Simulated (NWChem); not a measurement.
System: C2H7N2, doublet; SMILES NC[CH]N

Input file for NWChem:

```
start job
memory heap 200 mb stack 700 mb global 900 mb
geometry units angstroms
  N     -0.542677    -1.452020    -0.081327
  C      0.544721    -0.713059     0.358123
  C      0.646436     0.674156    -0.175138
  N     -0.629813     1.362632    -0.016634
  H     -1.359198    -0.858290    -0.219021
  H     -0.756500    -2.287192     0.452125
  H      1.456578    -1.267198     0.600393
  H      1.510632     1.180856     0.301239
  H      0.866102     0.663383    -1.266053
  H     -0.783521     1.589147     0.964794
  H     -0.638395     2.239726    -0.531674
end
basis spherical
  N library sto-3g
  C library sto-3g
  H library sto-3g
end
dft
  odft
  mult 2
  xc hfexch
  iterations 150
end
driver
  maxiter 120
end
task dft optimize
task dft freq
```

No stability test was run on the SCF state.

The level has its own optimisation; frequencies are unscaled. Brackets give each atom's bonded neighbours.

Task: What results follow from this input? (UHF/STO-3G.) Quantities: r C–N [C(CHN)–N(CHH)] (Å); r H–N (Å); r C–C (Å); r C–H [C(CHN)–H(C)] (Å); highest harmonic frequency (cm⁻¹); lowest (cm⁻¹); zero-point energy (kcal/mol); dipole (D).

Result: The r C–N [C(CHN)–N(CHH)] (Å) is 1.445. The r H–N (Å) comes out as 1.032 and the r C–C (Å) is 1.526. The r C–H [C(CHN)–H(C)] (Å) is 1.087 and the highest harmonic frequency (cm⁻¹) is 4109. The lowest (cm⁻¹) comes out as 141, the zero-point energy (kcal/mol) is 71.0 and the dipole (D) is 2.07.
